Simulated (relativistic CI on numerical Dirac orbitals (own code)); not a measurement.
**What each ingredient does to the levels of Ga4+**

Base calculation: Dirac-Coulomb-Breit CI, KLI orbitals optimised for each configuration, a model potential for QED, valence Slater integrals scaled by 0.85, P86 correlation energy added to each configuration.

Configurations in the expansion (outside the closed core [Ne]): 3s²3p⁶3d⁹, 3s²3p⁶3d⁸4s, 3s²3p⁶3d⁸4p, 3s²3p⁵3d¹⁰, 3s²3p⁶3d⁸4d, 3s²3p⁶3d⁸5s, 3s²3p⁶3d⁸5p, 3s²3p⁶3d⁷4s², 3s²3p⁶3d⁸4f, 3s²3p⁶3d⁸5d, 3s²3p⁶3d⁷4s4p, 3s²3p⁶3d⁸5f, 3s²3p⁶3d⁸5g, 3s²3p⁶3d⁷4p², 3s3p⁶3d¹⁰, 3s²3p⁶3d⁷4s4d. Levels of other configurations are missing.

Variants: (1) self-excluded LDA correlation estimate; (2) valence Slater integrals scaled by 0.75; (3) QED terms removed; (4) non-relativistic limit. Shifts of the energy above 3s²3p⁶3d⁹ ²D5/2, in cm⁻¹, for the lowest level and the first level of each name with at least 55 % of one term (blank where a level changes its place among those of its configuration and J or its character, or is not in the variant):

```tsv
Level	Base	Δ(1)	Δ(2)	Δ(3)	Δ(4)	Measured
3s²3p⁶3d⁹ ²D5/2	0.0	0.0	0.0	0.0	0.0	0.0
3s²3p⁶3d⁹ ²D3/2	3500.6	0.0	-13.9	-13.4	-3500.6	3583.0
3s²3p⁶3d⁸4s ⁴F9/2	209327.8	-264.7	+1926.5	-163.3	+11137.6	210052.0
3s²3p⁶3d⁸4s ⁴F7/2	211330.0	-264.5	+1871.2	-169.3	+9135.4	212121.0
3s²3p⁶3d⁸4s ⁴F5/2	213184.3	-264.6	+1896.4	-177.0	+7281.1	214000.0
3s²3p⁶3d⁸4s ⁴F3/2	214411.7	-264.7	+1879.9	-181.3	+6053.7	215237.0
3s²3p⁶3d⁸4s ²F7/2	217068.2	-261.7	+1152.4	-166.5	+9741.3	218301.0
3s²3p⁶3d⁸4s ²F5/2	220199.1	-261.6	+1068.8	-176.0	+6610.5	221488.0
3s²3p⁶3d⁸4s ²D3/2	232464.5	-263.1	-615.3	-167.4	+9390.1	232968.0
3s²3p⁶3d⁸4s ⁴P3/2	235158.3	-260.7	-668.3	-176.3	+7830.5	235609.0
3s²3p⁶3d⁸4s ⁴P1/2	235326.7	-260.1	-716.7	-175.5	+7662.0	235752.0
3s²3p⁶3d⁸4s ²P3/2	240929.3	-260.5	-1494.3	-171.9	+8513.4	242026.0
3s²3p⁶3d⁸4s ²P1/2	241909.4	-260.3	-1583.5	-172.8	+7533.3	243053.0
3s²3p⁶3d⁸4s ²G9/2	243502.2	-262.2	-1788.2	-171.8	+8858.8	246093.0
```

At this charge configurations can still be misplaced by up to about 7 % of their energy. 55 of the 59 excited levels that our extract of the measured tables holds in this range could be paired (the sources list more); they are missed by 1486 cm⁻¹ on average and 4030 at most, and levels without a partner can miss by more.

Measured levels: Shirai, Reader, Kramida and Sugar, J. Phys. Chem. Ref. Data 36, 509 (2007).

Ionisation energy from the two ground configurations alone: base 85.42 eV; self-excluded LDA correlation estimate 85.96 eV; valence Slater integrals scaled by 0.75 85.62 eV. The NIST ASD value (semi-empirical) is 86.01 eV.

LS names give the leading component of a level, which can be under half, so a name can repeat, a term be missing and a line seem to break the LS rules.
